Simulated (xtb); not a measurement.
C3H5ClOSi, SMILES O[Si@@H](Cl)CC#C. All values are semi-empirical tight-binding results from xtb (GFN2-xTB unless named), good for trends rather than for accurate numbers. Geometry optimised at GFN2-xTB. The structure was generated by enumeration; whether it is a known compound was not checked. Other conformers were not sampled.

A frequency run showed that this geometry is not a minimum.

Computed properties:
```json
{
  "orbital_gap": "5.69 eV",
  "dipole_moment": "1.67 D",
  "static polarisability (D4 model)": "79.3 bohr³",
  "solvation energy, GFN2-xTB/ALPB(water)": "-6.0 kcal/mol",
  "solvation energy, GFN2-xTB/ALPB(thf)": "-10.0 kcal/mol"
}
```
